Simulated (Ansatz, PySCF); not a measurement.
C2H7S, SMILES CC[SH2+], charge +1.

Coordinates come from a r2SCAN-D4/def2-SVP optimisation. The isomer is the one that the SMILES or the coordinates give; other isomers of the formula were not compared.

Vertical ionisation energy (IE) and electron affinity (EA) in eV. Rows of orbital energies are one-electron estimates. Where ΔSCF, EOM or ADC give a negative EA the extra electron is unbound and the value depends on the basis.

```csv
level,IE,EA
"−ε(HOMO), −ε(LUMO), PBE0/def2-TZVPD (PySCF)",15.25,6.12
"−ε(HOMO), −ε(LUMO), PBE/def2-TZVPD (PySCF)",13.90,7.17
"ΔSCF, CAM-B3LYP/def2-SVPD (Ansatz), final states of multiplicity 2 and 2",17.83,4.04
"ΔSCF, PBE/def2-SVPD (Ansatz), final states of multiplicity 2 and 2",17.33,4.20
```

Q: What vertical singlet–triplet gap does ΔSCF give with CAM-B3LYP/def2-SVPD (Ansatz, an electronic-structure program) and with PBE/def2-SVPD (Ansatz)? (Estimate from the structure and the level; the computed values follow.)

A: 7.13 and 6.71 eV (triplet above singlet where positive).
